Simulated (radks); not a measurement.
The numbers below are computed, except where a source is named.
Problem. These are the eigenvalues of the occupied orbitals of an atom or ion with whole-number occupations (eV). Code: a radial shooting solver on a logarithmic mesh with Libxc functionals. Model: Dirac Kohn-Sham, PBE, spin-unpolarised, spherical densities, finite nucleus; Fermi nuclear charge, rms radius of each element as measured or else 0.836 A^(1/3) + 0.57 fm.

orbital  eigenvalue
1s1/2     -30301.71
2s1/2     -4625.383
2p1/2     -4328.516
2p3/2     -4076.699
3s1/2     -921.7554
3p1/2     -800.3904
3p3/2     -753.9234
3d3/2     -539.6145
3d5/2     -529.9578
4s1/2     -167.1456
4p1/2     -126.1008
4p3/2     -117.5091
4d3/2      -52.5833
4d5/2      -51.3327
5s1/2      -29.4049
5p1/2      -20.6835
5p3/2      -19.8081

Which element is it, and in what charge state? The configuration may be excited. Open shells, if any, are shared by 2j + 1.

Solution. Z = 51, antimony, charge +2: Sb2+ in [Kr] 4d10 5s2 5p1. The list shows which subshells hold electrons but not how many an open one holds; the 1s level, -1113.6 hartree, gives Z - s = 47.2 by -(Z - s)^2/2, which with screening and relativity narrows Z to a few neighbours, and the depths of the outer levels then fix element, charge and occupations together.
